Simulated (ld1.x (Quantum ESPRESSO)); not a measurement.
**PBE RRKJ dataset for C, scalar-relativistic all-electron reference.**

ld1.x (Quantum ESPRESSO) 7.5 input, shortened:

```
&input
   title='C', zed=6., rel=1, dft='PBE', iswitch=3,
   config='[He] 2s2 2p2 3d-2'
 /
 &inputp
   pseudotype=2, tm=.false., rho0=0.001, lloc=0,
   nlcc=.true., rcore=0.85
 /
3
2P  2  1   2.00   0.00  3.00  3.00  0.0
3D  3  2  -2.00   0.05  3.05  3.05  0.0
2S  1  0   2.00   0.00  1.20  1.20  0.0
 &test
   configts(1)='2s2 2p2'
 /
```

What the tests gave:

```json
{
 "Cutoffs needed": "35 Ry and 90 Ry (the cutoffs (Ry, on a coarse ladder) from which the occupation-weighted sum of valence levels, in a spherical-Bessel basis at the reference potential, stays within 10 and 1 mRy of its value at 400 Ry)",
 "Ghost test": "no extra level below or beside the all-electron valence levels (p, d, s, f tested) (spherical-Bessel basis up to 400 Ry, 20 bohr box)",
 "Largest excitation error": "+2955 meV (all-electron minus pseudo) for 2s1 2p0, out of 7 test configurations"
}
```

Generation and tests took about 0.87 s on one core of a shared server CPU.
